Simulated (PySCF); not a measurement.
These are PBE-D3(BJ)/def2-TZVP // PBE-D3(BJ)/def2-SVP (PySCF) values and carry that method's errors. All species are isolated molecules in the gas phase. One relaxed conformer stands for a flexible species; it need not be the lowest. Excitations are Tamm–Dancoff values on a coarser integration grid. The basis has no diffuse functions, so Rydberg states are missing or too high.

Reference species (SMILES): `Bc1c([SiH3])ccc2cccnc12` (neutral, multiplicity 1).

```json
{
  "LUMO": "-3.39 eV",
  "T1 excitation (TDA)": "2.46 eV",
  "HOMO": "-5.92 eV"
}
```

Changed species: `Bc1cc([SiH3])c2ncccc2c1`.

Problem. What does the change do to the LUMO, T1 excitation (TDA) and HOMO?

Solution. the LUMO stays essentially unchanged; the T1 excitation (TDA) rises by 0.15 eV, to 2.61 eV; the HOMO decreases by 0.39 eV, to -6.31 eV.
